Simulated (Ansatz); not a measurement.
Pair of molecules: HCl (SMILES Cl) (first 2 atoms) with C2H4 (SMILES C=C); geometry from B3LYP-D3(BJ)/def2-TZVP.
(charge 0, multiplicity 1):
```csv
atom,x (Å),y (Å),z (Å)
Cl,-0.4474,0.0166,0.2572
H,-0.3098,0.0320,1.5433
C,0.3728,0.5638,3.7907
C,-0.4859,-0.4425,3.9008
H,1.4366,0.3941,3.6761
H,0.0459,1.5963,3.8149
H,-1.5492,-0.2727,4.0195
H,-0.1585,-1.4749,3.8806
```

Basis-set superposition error: the interaction energy with monomers in their own basis, and in the dimer's basis (counterpoise).

Programs: Ansatz (an electronic-structure program). Each number belongs to the level named beside it.

```json
[
 {"level": "HF/aug-cc-pV(T+d)Z", "uncorrected (kJ/mol)": "-2.8", "counterpoise (kJ/mol)": "-2.4", "difference": "0.3"},
 {"level": "SVWN5/def2-TZVPPD", "uncorrected (kJ/mol)": "-24.2", "counterpoise (kJ/mol)": "-23.5", "difference": "0.7"},
 {"level": "PBE/def2-TZVPPD", "uncorrected (kJ/mol)": "-13.3", "counterpoise (kJ/mol)": "-12.7", "difference": "0.6"},
 {"level": "PBE0/def2-TZVPPD", "uncorrected (kJ/mol)": "-12.8", "counterpoise (kJ/mol)": "-12.3", "difference": "0.5"},
 {"level": "BHLYP/def2-TZVPPD", "uncorrected (kJ/mol)": "-9.6", "counterpoise (kJ/mol)": "-9.3", "difference": "0.4"},
 {"level": "wB97M-V/def2-TZVPPD", "uncorrected (kJ/mol)": "-13.3", "counterpoise (kJ/mol)": "-12.9", "difference": "0.4"},
 {"level": "MP2/aug-cc-pV(T+d)Z", "uncorrected (kJ/mol)": "-16.6", "counterpoise (kJ/mol)": "-14.3", "difference": "2.4"},
 {"level": "MP2/aug-cc-pV(Q+d)Z", "uncorrected (kJ/mol)": "-16.1", "counterpoise (kJ/mol)": "-14.9", "difference": "1.2"},
 {"level": "CCSD/aug-cc-pV(D+d)Z", "uncorrected (kJ/mol)": "-12.9", "counterpoise (kJ/mol)": "-7.9", "difference": "5.0"},
 {"level": "CCSD(T)/aug-cc-pV(T+d)Z", "uncorrected (kJ/mol)": "-13.8", "counterpoise (kJ/mol)": "-11.6", "difference": "2.3"}
]
```

The error is largest for CCSD/aug-cc-pV(D+d)Z (5.0 kJ/mol) and smallest for HF/aug-cc-pV(T+d)Z (0.3 kJ/mol).
